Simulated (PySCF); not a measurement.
C$_{3}$H$_{9}$N, charge -1, doublet, at the geometry of the source list (a state made from the parent by changing its charge; the spin is typed, not shown lowest) (in this run its highest filled SCF level lies above zero, so its values depend strongly on the basis, on diffuse functions most of all), with bond 13-4 at 1.6 times its length. Base run: DF-PBE/6-311G** run with PySCF.

Here is a job for PySCF.
```python
from pyscf import gto, scf, dft

mol = gto.M(
    atom='''
C    -1.849200   -0.011800    0.244200
C    -0.451700   -0.446200   -0.172200
N     0.508200    0.610600    0.090700
C     1.863300    0.246100   -0.262900
H    -2.120300    0.903600   -0.273800
H    -2.571800   -0.785700   -0.000100
H    -1.887600    0.173700    1.315500
H    -0.186600   -1.389700    0.341600
H    -0.430000   -0.640000   -1.249400
H     0.469200    0.859000    1.076500
H     2.525600    1.078000   -0.031400
H     1.902600    0.056500   -1.335900
H     2.447460   -1.194060    0.569420
''',
    basis='6-311g**',
    charge=-1,
    spin=1,
    verbose=4,
)

mf = dft.UKS(mol)
mf.xc = 'pbe'
mf = mf.density_fit(auxbasis='def2-universal-jkfit')
mf.kernel()
mf.analyze()
```

Variants of this job, named by their change:

| change | ΔE vs base (µEh) | SCF cycles | <S^2> | outcome |
|---|---|---|---|---|
| base | 0.0 | 16 | 0.752 | converged |
| damp = 0.5; diis_start_cycle = 5 | 0.0 | 23 | 0.752 | converged |
| conv_tol = 1e-7 | 0.1 | 15 | 0.752 | converged |
| solver = newton | 0.0 | - | 0.752 | converged |
| init_guess = mod_huckel | - | 18 | - | not converged |
| diis_space = 4 | 0.0 | 20 | 0.752 | converged |
| level_shift = 0.5 (with mf.max_cycle = 100) | - | 100 | - | not converged |
| diis = off; damp = 0.3 (with mf.diis_start_cycle = 200; with mf.max_cycle = 150) | - | - | - | cut at the time limit |
| init_guess = atom | 0.0 | 18 | 0.752 | converged |
| conv_tol = 1e-4 | 24.3 | 11 | 0.752 | converged |
| level_shift = 0.3 (with mf.max_cycle = 100) | - | 100 | - | not converged |
| init_guess = 1e | 0.0 | 23 | 0.752 | converged |
| diis_space = 12 | - | 16 | - | not converged |

Open shells are given as the SCF converged; they aren't shown to be the lowest states, and a large step between rows can be another state.
